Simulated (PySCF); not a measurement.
UHF on Sc⁻ (scandium, charge -1), [Ar] 3d2 4s2, high-spin 3F determinant. All numbers are calculated (PySCF 2.14, scalar relativity by spin-free X2C-1e, in aug-cc-pVQZ-DK (9s8p6d4f3g2h, 140 functions)).

```
cycle= 1 E= -763.239221398155  delta_E= -0.00486  |g|= 0.0254  |ddm|= 0.0417
cycle= 2 E= -763.239453773406  delta_E= -0.000232  |g|= 0.00643  |ddm|= 0.0124
cycle= 3 E= -763.239477769519  delta_E= -2.4e-05  |g|= 0.00114  |ddm|= 0.0245
cycle= 4 E= -763.239480890256  delta_E= -3.12e-06  |g|= 0.000854  |ddm|= 0.0148
cycle= 5 E= -763.23948274442  delta_E= -1.85e-06  |g|= 0.000145  |ddm|= 0.0239
cycle= 6 E= -763.239482869357  delta_E= -1.25e-07  |g|= 2.77e-05  |ddm|= 0.0132
cycle= 7 E= -763.2394828802  delta_E= -1.08e-08  |g|= 1.57e-05  |ddm|= 0.00656
cycle= 8 E= -763.239482886001  delta_E= -5.8e-09  |g|= 9.95e-06  |ddm|= 0.0056
cycle= 9 E= -763.239482889127  delta_E= -3.13e-09  |g|= 2.13e-06  |ddm|= 0.00557
cycle= 10 E= -763.239482889191  delta_E= -6.42e-11  |g|= 1.93e-07  |ddm|= 0.000282
converged SCF energy = -763.239482889191  <S^2> = 2.3648865  2S+1 = 3.2341221
```

Highest occupied orbital energy: 0.120 eV; ⟨L²⟩ = 12.04; populations by l: s 8.00, p 12.00, d 2.00, f 0.00.

Q: Can this result be used?

A: With care. Self-consistency was reached. ⟨S²⟩ = 2.36 against 2.00 shows spin contamination. The configuration of this anion was assumed by filling the next shell in order. It is not the known or likely ground configuration (Ca⁻, Sr⁻ and Ba⁻, for instance, bind a p electron), so these values are not the electron affinity of the element. At UHF the highest occupied level has a positive energy, so only the finite basis holds that electron.
